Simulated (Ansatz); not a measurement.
Frontier orbitals of `[SiH3][O][Ga]([Cl])[O][SiH3]`.

```xyz
12

Si   -0.715    2.043   -0.125
O    -0.661    1.130    1.234
Ga   -0.270   -0.517    1.709
Cl   -0.586   -1.120    3.702
O     0.379   -1.670    0.551
Si    0.893   -1.701   -1.004
H    -1.068    1.208   -1.307
H    -1.746    3.095    0.055
H     0.606    2.680   -0.371
H     1.509   -0.398   -1.382
H     1.906   -2.777   -1.143
H    -0.246   -1.971   -1.920
```

Charge 0, multiplicity 1. Correlated methods include outer-core shells of Ga, which these sets cover unevenly. Scalar relativity is left out up to krypton. Geometry: relaxed with PBE0-D4/def2-TZVP. It is one conformer, not always the lowest. Basis def2-TZVPP, the Gaussian-basis code of Ansatz.

Orbital energies of one run (eV). Highest occupied ones, from the top: -9.07, -9.14, -9.34, -9.65, -9.81, -10.07, -11.06, -11.08, -11.23, -11.66, -12.04, -12.49, -13.69, -15.61. Empty: -1.43, -0.52, 0.68, 0.80, 1.66, 1.73.

Task: Which functional gave them?
A. r2SCAN0
B. BLYP
C. PBE
D. CAM-B3LYP

Result: A. HOMO energies: r2SCAN0 -9.07, BLYP -7.30, PBE -7.39, CAM-B3LYP -10.25 eV.
